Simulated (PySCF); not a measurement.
**Mayer bond orders and bond lengths**

Species: C6H10N2.
SMILES with atom numbers: `[CH3:1][NH:2][c:3]1[cH:4][cH:5][n:6]([CH3:7])[cH:8]1` (hydrogens: H9, H10, H11 on C1; H12 on N2; H13 on C4; H14 on C5; H15, H16, H17 on C7; H18 on C8)

Geometry (GFN2-xTB, Å), atoms numbered from 1 in this order:
```xyz
18
C6H10N2 angstrom
C      2.7349    0.6372   -0.4821
N      1.9808   -0.5921   -0.5600
C      0.6417   -0.5593   -0.1723
C     -0.1215   -1.6895    0.2024
C     -1.4007   -1.2569    0.4303
N     -1.4553    0.0785    0.2190
C     -2.6136    0.9146    0.3342
C     -0.2115    0.5180   -0.1479
H      2.2905    1.3675   -1.1581
H      3.7567    0.4451   -0.8065
H      2.7607    1.0724    0.5277
H      2.4665   -1.3782   -0.1468
H      0.2380   -2.6959    0.2882
H     -2.2690   -1.8109    0.7311
H     -2.4383    1.7226    1.0501
H     -2.8682    1.3609   -0.6318
H     -3.4586    0.3196    0.6779
H     -0.0419    1.5527   -0.3672
```

Bond orders from the PBE0/pcSseg-1 density (PySCF). Geometry: GFN2-xTB, one conformer, isolated molecule.

Task: Where do the orders between heavy atoms depart from those drawn in the SMILES?

Result: The largest departure is 0.423, at N6–C8 (drawn aromatic, 1.077), counting aromatic bonds as 1.5. The bonds drawn aromatic range from 1.08 to 1.50.

Task: Set the Mayer orders of the bonds beside their lengths.

Result: 
| bond | drawn as | length (Å) | Mayer order |
| --- | --- | --- | --- |
| C1–N2 | single | 1.444 | 1.007 |
| N2–C3 | single | 1.395 | 1.021 |
| C3–C4 | aromatic | 1.414 | 1.354 |
| C4–C5 | aromatic | 1.369 | 1.503 |
| C5–N6 | aromatic | 1.353 | 1.163 |
| N6–C7 | single | 1.433 | 0.938 |
| N6–C8 | aromatic | 1.369 | 1.077 |
| C8–C3 | aromatic | 1.374 | 1.444 |
| C1–H9 | single | 1.090 | 0.959 |
| C1–H10 | single | 1.089 | 0.970 |
| C1–H11 | single | 1.100 | 0.954 |
| N2–H12 | single | 1.012 | 0.936 |
| C4–H13 | single | 1.072 | 0.982 |
| C5–H14 | single | 1.073 | 0.967 |
| C7–H15 | single | 1.094 | 0.960 |
| C7–H16 | single | 1.094 | 0.960 |
| C7–H17 | single | 1.089 | 0.965 |
| C8–H18 | single | 1.071 | 0.975 |

By pair of heavy elements: C–N: lowest N6–C7 (0.938, 1.433 Å), highest C5–N6 (1.163, 1.353 Å); in 1 of the 10 pairs the longer bond (by over 0.003 Å) has the higher order (by 0.02 or more). C–C: lowest C3–C4 (1.354, 1.414 Å), highest C4–C5 (1.503, 1.369 Å).

Task: Sum the orders of all bonds at each heavy atom with more than one neighbour and set the sums beside the valence in the SMILES.

Result: C1 3.890 (drawn 4), N2 2.964 (drawn 3), C3 3.819 (drawn 4), C4 3.839 (drawn 4), C5 3.633 (drawn 4), N6 3.178 (drawn 3), C7 3.823 (drawn 4), C8 3.496 (drawn 4). Orders between atoms that aren't bonded are not in these sums.

Mayer orders depend on the basis set.
